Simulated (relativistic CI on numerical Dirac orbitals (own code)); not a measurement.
Hyperfine structure of Pd XXXVI, mass number 105

Computed by Dirac-Coulomb-Breit CI, orbitals from a KLI potential per configuration, model QED (radiative potential, 1s self-energy scaled to tabulated hydrogen-like ionisation energies), unscaled Slater integrals (own radial code, finite nucleus).

Configurations in the expansion (outside the closed core [Ne]): 3s, 3p, 3d, 4s, 4p, 4d, 4f, 5s, 5p, 5d, 5f, 5g, 6s, 6p, 6d. Levels of other configurations are missing.

Nuclear spin I = 5/2, μ = -0.642 μN, Q = 0.66 b (tables of Stone and Pyykkö). The electronic factors are computed for point nuclear moments, without core polarisation or the Bohr-Weisskopf and QED corrections.

```json
{"Level": "3s 2S_1/2", "E (Ry)": "0.0000", "A (GHz)": "-215.2", "B (GHz)": ""}
{"Level": "3p 2P°_1/2", "E (Ry)": "5.8740", "A (GHz)": "-66.71", "B (GHz)": ""}
{"Level": "3p 2P°_3/2", "E (Ry)": "8.8811", "A (GHz)": "-11", "B (GHz)": "54"}
{"Level": "3d 2D_3/2", "E (Ry)": "16.4962", "A (GHz)": "-5.587", "B (GHz)": "9.16"}
{"Level": "3d 2D_5/2", "E (Ry)": "17.1370", "A (GHz)": "-2.332", "B (GHz)": "12.4"}
{"Level": "4s 2S_1/2", "E (Ry)": "75.6106", "A (GHz)": "-87.44", "B (GHz)": ""}
{"Level": "4p 2P°_1/2", "E (Ry)": "78.0290", "A (GHz)": "-27.43", "B (GHz)": ""}
{"Level": "4p 2P°_3/2", "E (Ry)": "79.2450", "A (GHz)": "-4.547", "B (GHz)": "22.4"}
```

Levels with J = 0, under 50 % of one LS term, or S terms without an open s electron are left out. Small factors come from cancelling terms and can be off by tens of per cent or more.

At this charge energies of transitions that change n are usually good to better than 1 %, and those within a shell (Δn = 0) to a few per cent.

(1) Give the hyperfine levels of 3s 2S_1/2 relative to its centre of gravity.

## Answers

(1) With K = F(F + 1) − I(I + 1) − J(J + 1), E = AK/2: F = 2: 376.7, F = 3: -269 GHz.
